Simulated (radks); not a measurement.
Question: The mean radii <r> (bohr) of the occupied orbitals of an atom or ion are listed with their occupations. Calculated with a radial shooting solver on a logarithmic mesh with Libxc functionals: scalar-relativistic Kohn-Sham, PBE, spin-polarised, spherical densities, point nucleus.

| orbital | occ. | <r> |
|---|---|---|
| 1s up | 1 | 0.09688 |
| 1s down | 1 | 0.09687 |
| 2s up | 1 | 0.4791 |
| 2s down | 1 | 0.4790 |
| 2p up | 3 | 0.4426 |
| 2p down | 3 | 0.4425 |
| 3s up | 1 | 1.690 |
| 3s down | 1 | 1.702 |
| 3p up | 3 | 2.043 |
| 3p down | 1 | 2.119 |

Name the element and its charge. Open shells, if any, are filled with parallel spins first.

Answer: Z = 16, sulfur, charge 0: S in [Ne] 3s2 3p4. The 1s radius gives Z: for a bare nucleus <r> = (2 gamma + 1)/(2Z) with gamma = sqrt(1 - (Z/c)^2), 0.09332 bohr for Z = 16, and screening makes it slightly larger (0.09688 here). The occupations add up to 16, and the charge is Z minus that.
